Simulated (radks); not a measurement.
Question: These are the eigenvalues of the occupied orbitals of an atom or ion with whole-number occupations (Ry). All-electron calculation, scalar-relativistic Kohn-Sham, PBEsol, spin-polarised, spherical densities, finite nucleus; Fermi nuclear charge, rms radius of each element as measured or else 0.836 A^(1/3) + 0.57 fm. Program: a radial shooting solver on a logarithmic mesh with Libxc functionals.

| orbital | eigenvalue |
|---|---|
| 1s up | -1949.084 |
| 1s down | -1949.082 |
| 2s up | -289.9312 |
| 2s down | -289.9310 |
| 2p up | -260.2764 |
| 2p down | -260.2759 |
| 3s up | -54.54328 |
| 3s down | -54.54182 |
| 3p up | -44.81522 |
| 3p down | -44.81378 |
| 3d up | -29.57520 |
| 3d down | -29.57419 |
| 4s up | -8.42502 |
| 4s down | -8.42345 |
| 4p up | -5.56737 |
| 4p down | -5.56408 |
| 4d up | -1.51490 |
| 4d down | -1.49631 |
| 5s up | -0.99506 |

Which element is it, and in what charge state? The configuration may be excited. Open shells, if any, are filled with parallel spins first.

Answer: Z = 48, cadmium, charge +1: Cd+ in [Kr] 4d10 5s1. The list shows which subshells hold electrons but not how many an open one holds; the 1s level, -974.54 hartree, gives Z - s = 44.1 by -(Z - s)^2/2, which with screening and relativity narrows Z to a few neighbours, and the depths of the outer levels then fix element, charge and occupations together.
